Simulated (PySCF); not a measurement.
C2H5BF2, SMILES CCB(F)F. The structure is a stationary point at PBE0-D3(BJ)/def2-SVP. Other conformers were not sampled.

Computed equilibrium geometry at PBE0-D3(BJ)/def2-SVP (PySCF confirms it by a frequency run) as Cartesian coordinates in Å, and its point group (one conformer of several):
point group Cs.
```xyz
10

B      0.0124     0.6069     0.0000
F     -1.3071     0.6975     0.0000
F      0.6722     1.7540     0.0000
C      0.7618    -0.7628     0.0000
C     -0.1215    -2.0033     0.0000
H      1.4443    -0.7552     0.8701
H      1.4443    -0.7552    -0.8701
H     -0.7761    -2.0310    -0.8843
H     -0.7761    -2.0310     0.8843
H      0.4740    -2.9285     0.0000
```
